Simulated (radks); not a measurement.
Results of a calculation; reference values are marked as such.
Pb I, configuration [Hg] 6p1 6d1 (not the ground configuration). Code: a radial shooting solver on a logarithmic mesh with Libxc functionals. Model: Dirac Kohn-Sham, LDA (Slater exchange, Perdew-Wang correlation), spin-unpolarised, spherical densities, point nucleus; open shells are shared between the two j in proportion to 2j + 1.

Normalised radial functions P(r) = r R(r) (large component), r in bohr:

```
   r/bohr * 6p1/2 (the largest magnitude, 0.674, reaches the edge; | marks zero)
 0.001216                             *
 0.001715                             *
 0.002419                             *
 0.003386                             |*
 0.004776                             |*
 0.006736                             |*
 0.009502                             | *
   0.0134                             | *
  0.01891                             |  *
  0.02667                             |   *
  0.03762                             |   *
  0.05307                             | *
  0.07426                           * |
   0.1047                        *    |
   0.1478                         *   |
   0.2084                             |  *
    0.294                             |       *
   0.4147                             | *
    0.585                    *        |
   0.8251                  *          |
    1.164                             |  *
    1.629                             |                   *
    2.297                             |                          *
    3.241                             |                     *
    4.571                             |          *
    6.448                             |  *
    9.096                             |*
    12.83                             *
     18.1                             *
    25.53                             *
```

6p1/2: eigenvalue -8.032 eV, 4 radial nodes at r = 0.0631, 0.186, 0.444, 1.10 bohr, <r> = 2.80 bohr, 90 % of the charge inside 4.18 bohr.
